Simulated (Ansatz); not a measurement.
Reaction (formal exchange of groups at the Si–O bond): `CO[SiH2]P` + CH₃NH₂ → `NC[SiH2]P` + CH₃OH

Gas-phase electronic energies from Ansatz, PBE0-D4/def2-TZVP geometries. CCSD(T)/CBS adds triple-zeta CCSD(T) − MP2 to the extrapolated MP2 energy (def2 sets, frozen cores). This one scheme is used for every species. Functionals use def2-TZVPP. Each species was taken in one conformer, which may not be the lowest.

Task: Is it downhill or uphill in electronic energy at CCSD(T)/CBS, and by how much? (Best estimate.)

Result: The calculation gave: Uphill: ΔE = +101.2 kJ/mol.

Task: What do these levels give: PBE0-D4, ωB97M-V, r2SCAN, SCS-MP2/def2-TZVPP, MP2/def2-QZVPP, HF/CBS(def2)? (Estimate.)

Result: Computed: PBE0-D4 93.6, ωB97M-V 100.5, r2SCAN 102.5, SCS-MP2/def2-TZVPP 106.9, MP2/def2-QZVPP 103.3, HF/CBS(def2) 120.8 kJ/mol.

Largest T1 diagnostic among the species: 0.012.

In def2-TZVPP, CCSD(T) changes the Hartree–Fock value by −17.7 kJ/mol (the triples alone add −2.1 kJ/mol) and MP2 by −16.2 kJ/mol.
